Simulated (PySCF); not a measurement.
**Assigning NMR signals**

Geometry (Å), atoms numbered from 1 in this order:
```xyz
12

F     2.781   -0.385   -0.223
C     1.435   -0.556   -0.040
C     0.737    0.762   -0.091
C    -0.575    0.937   -0.025
C    -1.536   -0.206    0.094
F    -1.265   -1.011    1.140
F    -1.524   -1.005   -0.992
F    -2.797    0.209    0.249
H     1.304   -1.040    0.936
H     1.086   -1.234   -0.829
H     1.390    1.617   -0.184
H    -1.035    1.910   -0.061
```

[PySCF 2.14.0 with density-fitted response routines: coordinates at the GFN2-xTB level; σ from GIAO-PBE0/pcSseg-1; non-relativistic; a single conformation; in vacuum; one averaged value for each set of equivalent atoms]

Referencing at the same level of theory: TMS for ¹³C and ¹H.

Question: Assign these signals to the numbered atoms. ¹³C{¹H} NMR (computed): δ 154.8 (CH), 131.8 (C), 126.4 (CH), 83.8 (CH2).

Answer: 
| δ (ppm) | atoms | environment | reason |
| --- | --- | --- | --- |
| 154.8 | C3 | alkene CH | as expected for a trigonal carbon in a double bond |
| 131.8 | C5 | CF3 carbon | 3 electronegative neighbours deshield it |
| 126.4 | C4 | alkene CH | the olefinic region |
| 83.8 | C2 | allylic sp3 CH2 bonded to F | deshielded by the electronegative neighbour |

Question: Assign these signals to the numbered atoms. ¹H NMR (400 MHz, computed): δ 6.95 (m, 1H), 5.96 (m, 1H), 5.88 (m, 2H).

Answer: 
| δ (ppm) | atoms | environment | reason |
| --- | --- | --- | --- |
| 6.95 | H11 | hydrogen on an alkene CH | a vinylic proton, deshielded by the sp2 carbon and the C=C anisotropy |
| 5.96 | H12 | hydrogen on an alkene CH | – |
| 5.88 | H9/H10 | hydrogen on an allylic sp3 CH2 bonded to F | its carbon carries F, which withdraws density |

H12 and H9/H10 lie closer than the usual error of such a calculation, so a measured spectrum could show them in the other order.

Splittings by ¹⁹F in the carbon and heteronuclear signals aren't shown, as no couplings were computed. Shifts are as computed. Against solution values, carbons near 30 ppm lie about +3 ppm off and those near 130 ppm about +5 ppm. Of 1309 compounds with measured shifts, 239 miss one by over three times the rms of a fit or turn the order of signals round; such compounds aren't used in these exercises. No couplings were computed; multiplicities are counted from neighbouring protons, with m where these are inequivalent, close in shift, in a saturated or five-membered ring or joined by F or P, and br s for small geminal =CH2 splittings.
